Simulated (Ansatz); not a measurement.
ClFH3Si2 (`F[SiH][SiH2]Cl`) radical. The species carries charge 0 and has multiplicity 2.

Cartesian coordinates in Å:
```
F -0.815 -0.395 2.324
Si -1.055 0.320 0.902
Si 0.509 -0.414 -0.682
Cl 0.137 0.757 -2.337
H -0.992 1.794 1.128
H 1.930 -0.227 -0.289
H 0.286 -1.834 -1.046
```

Question: What are the harmonic wavenumbers in cm⁻¹ at PBE0-D4/def2-TZVP (Ansatz, finite differences of forces, unscaled)? (Estimate.)

Answer: Computed: 49, 88, 192, 388, 437, 545, 591, 670, 755, 802, 871, 942, 2186, 2217, 2243.

Question: Is this a minimum?

Answer: Yes, all 15 modes are real.

Question: Give the ideal-gas thermochemistry at 298.15 K and 1 bar (rigid rotor, harmonic oscillator; point group C1, symmetry number 1).

Answer: Zero-point energy 77.6 kJ/mol; H(298) − E = 96.8 kJ/mol; entropy 349.5 J/(mol·K), of which translation 167.9, rotation 114.3, vibration 61.5, electronic 5.8; G(298) − E = -7.4 kJ/mol. Modes under 100 cm⁻¹ are hindered rotations or soft bends, so the harmonic entropy is rough.

Question: And at 400, 500, 600, 800 and 1000 K?

Answer: 
```json
{"T (K)": "400", "H − E (kJ/mol)": "106.9", "S (J/mol/K)": "378.6", "G − E (kJ/mol)": "-44.5"}
{"T (K)": "500", "H − E (kJ/mol)": "118.0", "S (J/mol/K)": "403.2", "G − E (kJ/mol)": "-83.7"}
{"T (K)": "600", "H − E (kJ/mol)": "129.8", "S (J/mol/K)": "424.8", "G − E (kJ/mol)": "-125.1"}
{"T (K)": "800", "H − E (kJ/mol)": "155.2", "S (J/mol/K)": "461.3", "G − E (kJ/mol)": "-213.8"}
{"T (K)": "1000", "H − E (kJ/mol)": "182.3", "S (J/mol/K)": "491.5", "G − E (kJ/mol)": "-309.2"}
```

Question: Rotational constants (cm⁻¹)?

Answer: 0.3381, 0.04604, 0.04136.
